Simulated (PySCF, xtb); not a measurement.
ClF₂GeH₂N, SMILES [Cl][Ge]([NH2])([F])[F].

GFN2-xTB run with xtb at its own geometry gives an orbital gap of 6.02 eV and a dipole moment of 3.63 D.

Geometry: PBE-D3(BJ)/def2-SVP. This is a generated structure with no PubChem entry under its InChIKey; it may be hypothetical. One conformer was computed; it need not be the lowest.

### Question
What does PBE/def2-TZVP (PySCF) give? (The exact figures need the calculation; the answer reports its results.)

### Answer
gap 5.15 eV (levels -7.41 and -2.26 eV), dipole 2.97 D.
